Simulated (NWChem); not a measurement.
Species: CH3AlF2O; SMILES C[O][Al]([F])[F]

Results from NWChem. All runs use the structure optimised with PBE0/def2-SVP. One conformer.

Diagonal of the polarisability tensor at CAM-B3LYP/def2-SVPD, static: 35.16, 43.51, 32.92 bohr³.

Find the mean polarisability volume, the molar refraction, and the refractive index that an ideal gas of it would have at 273.15 K and 1 atm.


1. Mean: one third of the trace = 37.20 bohr³ × 0.14818 Å³/bohr³ = 5.51 Å³.
2. Molar refraction (Lorentz-Lorenz): (4π/3) N_A α = 13.9 cm³/mol.
3. Number density p/kT = 2.687 × 10⁻⁵ Å⁻³; n − 1 = 2π N α = 9.31 × 10⁻⁴.
4. These hold the electronic response alone: vibrational and orientational terms add to the static dielectric constant.
